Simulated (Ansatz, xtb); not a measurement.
## Relative energy of two isomers of FH5PSi2

Structure X is `F[SiH2]P[SiH2]`, a doublet and structure Y is `F[SiH2][P][SiH3]`, a doublet. Both are isolated molecules in the gas phase, relaxed with r2SCAN-D4/def2-SVP; the shapes shown needn't be the lowest conformers.

X (Å):

```yaml
atoms:
  - { symbol: F, position_ang: [-1.8486, 1.8598, -0.8228] }
  - { symbol: P, position_ang: [0.1037, -0.1334, 0.8508] }
  - { symbol: Si, position_ang: [-0.2891, 1.7101, -0.3706] }
  - { symbol: Si, position_ang: [-1.1816, -1.5850, -0.3024] }
  - { symbol: H, position_ang: [0.5373, 1.6279, -1.6052] }
  - { symbol: H, position_ang: [0.0671, 2.9041, 0.4437] }
  - { symbol: H, position_ang: [-0.8340, 0.1747, 1.8847] }
  - { symbol: H, position_ang: [-0.5451, -1.7678, -1.6463] }
  - { symbol: H, position_ang: [-1.2106, -2.8968, 0.4205] }
```

Y (Å):

```xyz
9

F     0.3893   -3.0107   -1.1718
P     2.1730   -1.2993   -3.2556
Si    1.0750   -3.1591   -2.6507
Si    1.7043   -0.1491   -1.3626
H    -0.0157   -3.4398   -3.6273
H     2.0236   -4.3077   -2.5942
H     0.2291    0.0146   -1.1982
H     2.3360    1.1969   -1.4835
H     2.2668   -0.8493   -0.1696
```

Q: Which of the two would you expect CCSD(T)/def2-SVP + ΔMP2/def2-TZVPP electronic energies to favour?

A: Structure Y; the calculation gives E(Y) − E(X) = −0.326 eV.

How the difference moves with the method:

| level | geometry | E(Y) − E(X) (eV) | departure from the last row (eV) | job, with rough time for the two |
| --- | --- | --- | --- | --- |
| r2SCAN-D4/def2-SVP | r2SCAN-D4/def2-SVP | −0.271 | +0.056 | optimisation, 2.4 min |
| HF/def2-SVP | r2SCAN-D4/def2-SVP | −0.482 | −0.156 | part of the CCSD(T) run |
| MP2/def2-SVP | r2SCAN-D4/def2-SVP | −0.316 | +0.010 | part of the CCSD(T) run |
| CCSD(T)/def2-SVP | r2SCAN-D4/def2-SVP | −0.356 | −0.030 | single point |
| CCSD(T)/def2-SVP + ΔMP2/def2-TZVPP | r2SCAN-D4/def2-SVP | −0.326 |  | single point, 23 s |

As drawn, Y has 1 Si–H in place of 1 P–H.

None of the levels shown reverses the order. The largest departure from CCSD(T)/def2-SVP + ΔMP2/def2-TZVPP is that of HF/def2-SVP, 0.156 eV. Levels run at GFN2-xTB geometries aren't shown. The last row adds to CCSD(T) the change of the MP2 difference between the two basis sets, here +0.030 eV.

With harmonic frequencies from r2SCAN-D4/def2-SVP (ideal gas, rigid rotor, one conformer each, 600 K, 1 atm): on the last row, ΔE + ΔZPE = −0.312 eV. A mode under 50 cm⁻¹ makes harmonic enthalpies and free energies unreliable, so none is given.

Open shells are spin-unrestricted. The correlated steps freeze 16 core orbitals. Codes used: Ansatz 0.2.0; the last row on 2 threads of Intel(R) Xeon(R) 6975P-C (Granite Rapids) on a shared host.
